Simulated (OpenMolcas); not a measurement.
Ni2+ among 4 point charges of -1.62 e arranged as a tetrahedron (Td), 1.82 Å from the ion.
```
   1.0508    1.0508    1.0508  -1.62
   1.0508   -1.0508   -1.0508  -1.62
  -1.0508    1.0508   -1.0508  -1.62
  -1.0508   -1.0508    1.0508  -1.62
```

```yaml
Program: OpenMolcas
Method: "SS-CASPT2, IPEA 0.25 Eh, imaginary shift 0.1 Eh (closed shells correlated: 3s 3p)"
Basis: ANO-RCC-VTZP [6s5p3d2f1g]
Scalar_Hamiltonian: DKH2, point nucleus
Active_space: 8 electrons in 5 orbitals (3d)
State_averaging: 2S+1 = 3 even, 10 roots; 2S+1 = 1 even, 15 roots
Spin-orbit_coupling: state interaction with AMFI integrals over the reference wave functions
```

(1) What is the spin-free ground state (labels of Td)?

(2) Where is the first state of the same spin?

(3) What are the lowest two levels with spin-orbit coupling?

(4) What is χT at 300 K, and how does it compare with the textbook value?

Results:

(1) 3T1, 3-fold in its orbital part, 100 % from free-ion F terms; it has the highest spin that d8 allows.

(2) 3T2 at 1100 cm-1 above the ground state.

(3) A 1-fold level A1, then a 3-fold level T1 250 cm-1 above it. Their leading multiplicities are 3 (100 %) and 3 (100 %).

(4) The lowest level has 2S+1 = 3, for which the spin-only value is χT = S(S+1) / 2 = 1.000 cm3 K/mol (g = 2). The computed 3.205 at 300 K differs by +2.205, through orbital momentum, spin-orbit coupling and any other state in reach. With a threefold ground state the orbital momentum is unquenched, so the spin-only value is not expected to hold.

Roots that are degenerate in the reference are averaged as groups; the widest CASPT2 spread within a group is 440 cm-1 (the 3-fold group of multiplicity 3 near 1100 cm-1 above the lowest state of its run). Shifts and gaps below about the spread of the groups concerned are not significant. An orbital triplet at a regular site is open to Jahn-Teller coupling, which can distort the site and quench the lowest spin-orbit gaps and is left out. The ground term spreads over less than 5000 cm-1, several times less than with real ligands, so orbital moments are less quenched and χT lies further from the spin-only value than at real sites. Free-ion shares, where given, are those of the reference states; single-state CASPT2 does not remix them. This is an electrostatic model: the charges have no orbitals. No measured value stands beside these numbers.
